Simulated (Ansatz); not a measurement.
Species: PO, charge 0, multiplicity 2. 
Coordinates optimised at B3LYP-D3(BJ)/def2-TZVP (Ansatz, an electronic-structure program):
SMILES: O=[P]
```xyz
2

P      0.0000     0.0000    -0.5147
O      0.0000     0.0000     0.9651
```
Charge 0, spin multiplicity 2.

Basis-set convergence of Hartree-Fock and CCSD(T) correlation energies (hartree) with Ansatz. Valence correlation only, unless marked. UHF or UKS for open shells. No spin-orbit coupling. Non-relativistic.

| basis | functions | E(HF) | E(corr, CCSD(T)) |
|---|---|---|---|
| aug-cc-pV(D+d)Z | 55 | -415.59009 | -0.32475 |
| aug-cc-pV(T+d)Z | 101 | -415.62704 | -0.38991 |
| aug-cc-pV(Q+d)Z | 169 | -415.63509 | -0.41130 |

Extrapolating the two largest sets (X = 3 and 4) as X^-3: E(corr) = (64·(-0.41130) - 27·(-0.38991))/37 = -0.4269 Eh, an estimate of the basis-set limit. The largest set recovers 96.3 % of it, the smallest 76.1 %.
